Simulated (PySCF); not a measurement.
## Working out the ionisation energy of Ag+

Ag+ [Kr] 4d10 (1S) → Ag(2+) [Kr] 4d9 (2D). Computed with PySCF 2.14 in x2c-TZVPPall (8s6p6d2f1g, 79 functions), with scalar relativity by spin-free X2C-1e. Frozen: [Kr]. Energies in hartree (1 hartree = 27.21139 eV):

| part | Ag+ (lower) | Ag(2+) (upper) |
| --- | --- | --- |
| UHF | -5312.578517 | -5311.854187 |
| CCSD correlation | -0.328855 | -0.268622 |
| (T) | -0.010164 | -0.006635 |

**Question.** What does Hartree-Fock give?

**Answer.** (-5311.854187) − (-5312.578517) = 0.724330 hartree = 19.710 eV.

**Question.** What do CCSD and CCSD(T) give?

**Answer.** The CCSD correlation energies differ by 0.060233 hartree = 1.639 eV and the triples by 0.003529 hartree = 0.096 eV, so CCSD gives 21.349 eV and CCSD(T) 21.445 eV.

Reference: 21.484 eV (measured; NIST Atomic Spectra Database, ionization energies), between the lowest levels; spin-orbit coupling is absent from the calculation.

What remains against the reference includes basis incompleteness, the frozen core and higher excitations.
